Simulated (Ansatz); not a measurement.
Geometry optimisation, RHF/def2-SVP (Ansatz 0.2.0).

input.yaml

```yaml
crystal:
  periodic: [false, false, false]
  atoms:
    - { symbol: Al, position_ang: [-0.48962, -0.478832, 0.335206] }
    - { symbol: Cl, position_ang: [2.806342, 0.650963, -0.238235] }
    - { symbol: O, position_ang: [-0.372335, -2.043742, -0.259296] }
    - { symbol: O, position_ang: [-0.584619, -0.185716, 1.98746] }
    - { symbol: H, position_ang: [1.723955, 1.066109, -0.837892] }
    - { symbol: "N", position_ang: [-0.578982, 0.863915, -0.955566] }
    - { symbol: H, position_ang: [-0.254861, -2.871114, 0.168823] }
    - { symbol: H, position_ang: [-0.556366, 0.606705, 2.491914] }
    - { symbol: H, position_ang: [-0.741925, 0.613979, -1.915534] }
    - { symbol: H, position_ang: [-0.951687, 1.777632, -0.77698] }
basis:
  gaussian: { orbitals: def2-SVP }
hamiltonian:
  xc: hf
relax:
  f_tol: 0.03
  max_steps: 50
```

Run as:

```bash
$ ansatz run input.yaml --threads 2 --pin off --max-ram 3072MiB --backend cpu --events-out ev --progress --plain --runs-dir out
```

Task: Where does it end, and by what steps?

Result: The forces met the threshold. After 10 steps the energy has fallen by 0.101 eV; Cl2 moved furthest, 0.44 Å.

```json
{"step": "0", "energy less start (eV)": "0.0000", "largest force component (eV/Å)": "1.201", "accepted": "yes"}
{"step": "1", "energy less start (eV)": "-0.0780", "largest force component (eV/Å)": "0.522", "accepted": "yes"}
{"step": "2", "energy less start (eV)": "-0.0579", "largest force component (eV/Å)": "0.509", "accepted": "no"}
{"step": "3", "energy less start (eV)": "-0.0889", "largest force component (eV/Å)": "0.302", "accepted": "yes"}
{"step": "4", "energy less start (eV)": "-0.0914", "largest force component (eV/Å)": "0.458", "accepted": "yes"}
{"step": "5", "energy less start (eV)": "-0.0931", "largest force component (eV/Å)": "0.505", "accepted": "yes"}
{"step": "6", "energy less start (eV)": "-0.0992", "largest force component (eV/Å)": "0.065", "accepted": "yes"}
{"step": "7", "energy less start (eV)": "-0.0975", "largest force component (eV/Å)": "0.368", "accepted": "no"}
{"step": "8", "energy less start (eV)": "-0.1004", "largest force component (eV/Å)": "0.034", "accepted": "yes"}
{"step": "9", "energy less start (eV)": "-0.1010", "largest force component (eV/Å)": "0.039", "accepted": "yes"}
{"step": "10", "energy less start (eV)": "-0.1012", "largest force component (eV/Å)": "0.026", "accepted": "yes"}
```

```xyz
10
Properties=species:S:1:pos:R:3
Al -0.531 -0.519 0.322
Cl 2.857 1.030 -0.456
O -0.486 -2.097 -0.253
O -0.640 -0.204 1.967
H 1.620 1.062 -0.813
N -0.472 0.779 -0.900
H -0.427 -2.912 0.211
H -0.591 0.554 2.518
H -0.588 0.579 -1.877
H -0.742 1.728 -0.720
```

Whether the end is a true minimum wasn't checked by a vibrational analysis.

Time of the run: 17 s on 2 threads of Arm Neoverse V1 (shared host), peak memory 0.2 GiB.
